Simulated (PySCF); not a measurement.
Fractional electron number in La⁻ (lanthanum, charge -1)

The 5d alpha orbital of [Xe] 5d2 6s2 is emptied in steps (occupation f), with all orbitals relaxed, ending at [Xe] 5d1 6s2. All numbers are calculated (PySCF 2.14, a scalar-relativistic core potential, in def2-TZVPPD with the def2 core potential (46 electrons) (6s5p3d2f1g, 59 functions)). The exact energy is a straight line in f; departures are measured from the line between the end points of the same method.

```json
{"f": "1", "BHandHLYP (eV)": "0.000", "wB97X (eV)": "0.000", "BLYP (eV)": "0.000"}
{"f": "0.9", "BHandHLYP (eV)": "-0.068", "wB97X (eV)": "0.031", "BLYP (eV)": "-0.218"}
{"f": "0.7", "BHandHLYP (eV)": "-0.161", "wB97X (eV)": "0.071", "BLYP (eV)": "-0.514"}
{"f": "0.5", "BHandHLYP (eV)": "-0.194", "wB97X (eV)": "0.081", "BLYP (eV)": "-0.618"}
{"f": "0.3", "BHandHLYP (eV)": "-0.165", "wB97X (eV)": "0.065", "BLYP (eV)": "-0.524"}
{"f": "0.1", "BHandHLYP (eV)": "-0.072", "wB97X (eV)": "0.026", "BLYP (eV)": "-0.227"}
{"f": "0", "BHandHLYP (eV)": "0.000", "wB97X (eV)": "0.000", "BLYP (eV)": "0.000"}
```

Question: For BHandHLYP, how does the orbital energy at f = 1 compare with the removal energy?

Answer: −ε = -0.418 eV against a total-energy difference of 0.334 eV. By Janak's theorem ε = ∂E/∂f, so the gap between them reflects the curvature. Along the path −ε is -0.276 (f = 0.9), 0.017 (f = 0.7), 0.321 (f = 0.5), 0.638 (f = 0.3), 0.968 (f = 0.1) eV.

```csv
method,E(f=0) − E(f=1) (eV),−ε at f=1 (eV),−ε at f=0.5 (eV)
BHandHLYP,0.334,-0.418,0.321
wB97X,0.255,0.607,0.238
BLYP,0.439,-1.968,0.406
```

At f = 1 the orbital energy is positive for BHandHLYP, BLYP: only the finite basis holds the electron.

Reference removal energy between the ground levels: 0.558 eV (measured; photodetachment measurements, as compiled on the Wikipedia data page of electron affinities). The calculation has no spin-orbit coupling.
